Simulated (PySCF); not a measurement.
Al(OH)2 (AlH2O2), SMILES [OH][Al][OH], multiplicity 2.

The structure is a stationary point at PBE-D3(BJ)/def2-TZVP. The spin state was assumed, not searched. The isomer is the one that the SMILES or the coordinates give; other isomers of the formula were not compared. Other conformers were not sampled.

Two levels are set side by side: PBE/def2-TZVPD (PySCF) and B3LYP/def2-TZVPD (PySCF). Same geometry, gas phase. Differences are taken from unrounded values.

```
quantity                     B3LYP
---------------------------  -----
α-spin orbital gap (eV)       5.13
β-spin orbital gap (eV)       5.83
dipole moment (D)             1.64
mean polarisability (bohr³)   43.9
```

Task: What does PBE give, and how far is it from B3LYP? (Estimate from the structure and the level; the computed values follow.)

Result: 
| quantity | PBE | PBE minus B3LYP |
|---|---|---|
| α-spin orbital gap (eV) | 3.73 | -1.40 |
| β-spin orbital gap (eV) | 3.95 | -1.89 |
| dipole moment (D) | 1.66 | 0.03 |
| mean polarisability (bohr³) | 46.4 | 2.5 |

PBE's more diffuse valence density responds more strongly to a field. Differences between two approximate levels are no errors against the true value.

Rough cost on one machine, each run with all the roots and properties that it gave: B3LYP against PBE within a factor of 2.
